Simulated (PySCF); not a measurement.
Isomers of C4H8Se.

All values: CAM-B3LYP/def2-SVPD (PySCF) at PBE0-D3(BJ)/def2-SVP geometries, gas phase, one conformer each. Core orbitals are frozen in the response; Δα² is half the sum of the squared differences of the principal polarisabilities. The calculation is non-relativistic, for selenium too.

**Question.** Rank by HOMO–LUMO gap, highest first.
A. `[CH3:1]/[CH:2]=[CH:3]\[Se:4][CH3:5]` with C2–C3–Se4–C5 180°
B. `[CH2:1]=[CH:2][Se:3][CH2:4][CH3:5]` with C1–C2–Se3–C4 -4°, C2–Se3–C4–C5 -77°
C. `[CH3:1][CH2:2][C:3]([CH3:4])=[Se:5]` with C1–C2–C3–C4 83°

**Answer.** B (8.19 eV), A (7.96 eV), C (6.18 eV).

**Question.** Rank by dipole moment, lowest first.
A. `[CH2:1]=[CH:2][Se:3][CH2:4][CH3:5]` with C1–C2–Se3–C4 -4°, C2–Se3–C4–C5 -77°
B. `[CH3:1]/[CH:2]=[CH:3]\[Se:4][CH3:5]` with C2–C3–Se4–C5 180°
C. `[CH3:1]/[CH:2]=[CH:3]/[Se:4][CH3:5]` with C2–C3–Se4–C5 0°
D. `[CH3:1][CH2:2][C:3]([CH3:4])=[Se:5]` with C1–C2–C3–C4 83°

**Answer.** B (1.08 D), A (1.24 D), C (1.42 D), D (2.95 D).

All values together:

```tsv
SMILES	μ (D)	HOMO (eV)	LUMO (eV)	α (Å³)	Δα (Å³)
CCC(C)=[Se]	2.95	-7.30	-1.11	11.92	4.90
C/C=C/[Se]C	1.42	-7.04	0.87	11.99	6.01
C/C=C\[Se]C	1.08	-7.01	0.95	12.03	7.03
C=C[Se]CC	1.24	-7.27	0.92	11.67	3.98
```

Conformers: `[CH3:1][CH2:2][C:3]([CH3:4])=[Se:5]` with C1–C2–C3–C4 83°; `[CH3:1]/[CH:2]=[CH:3]/[Se:4][CH3:5]` with C2–C3–Se4–C5 0°; `[CH3:1]/[CH:2]=[CH:3]\[Se:4][CH3:5]` with C2–C3–Se4–C5 180°; `[CH2:1]=[CH:2][Se:3][CH2:4][CH3:5]` with C1–C2–Se3–C4 -4°, C2–Se3–C4–C5 -77°.
